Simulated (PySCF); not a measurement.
Ga(I)2(OH) (GaHI2O), SMILES [OH][Ga]([I])[I]. Atoms are numbered in the order given.

```xyz
5

Ga     0.7558     0.0084     0.0000
I     -0.4440    -2.1857     0.0000
I     -0.4366     2.1861     0.0000
O      2.5357     0.0656     0.0000
H      2.9575    -0.8053     0.0000
```
Charge 0, spin multiplicity 1.

Geometry: B3LYP-D3(BJ)/def2-SVP. The def2 effective core potentials stand for the cores of I; spin–orbit coupling is left out. The values are those of a single conformer.

The numbers are results of CAM-B3LYP/def2-TZVP (PySCF), not measurements.

The molecule is in vacuum.

Q: Estimate the frontier levels, gap, dipole moment and polarisability. (An estimate is asked for; the answer gives what the named calculation found.)

A: 
| Property | Result |
|---|---|
| highest occupied level | -9.10 eV |
| lowest empty level | -1.26 eV |
| orbital gap | 7.84 eV |
| dipole moment | 1.17 D |
| quadrupole, principal values (traceless, Buckingham form, about the centre of nuclear charge) | -7.76, 1.20, 6.56 D·Å |
| mean static polarisability | 95.3 bohr³ (14.12 Å³) |
| polarisability, principal values | 65.1, 87.0, 133.7 bohr³ |
